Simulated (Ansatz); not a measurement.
Harmonic frequencies (cm⁻¹) at PBE0-D4/def2-TZVP from Ansatz: 101, 175, 185, 228, 255, 327, 348, 550, 648, 840, 995, 1090, 1133, 1172, 1206, 1284, 1317, 1381, 1472, 1479, 1503, 2449, 2958, 3019, 3103, 3159, 3858.

Each molecule was computed in one conformer, which needn't be the lowest.

(1) Which molecule is it?
A. `[SiH3]OCS`
B. `C[Se]C(O)O`
C. `COC(O)[SeH]`
D. `C=NBC`

Answers

(1) C.
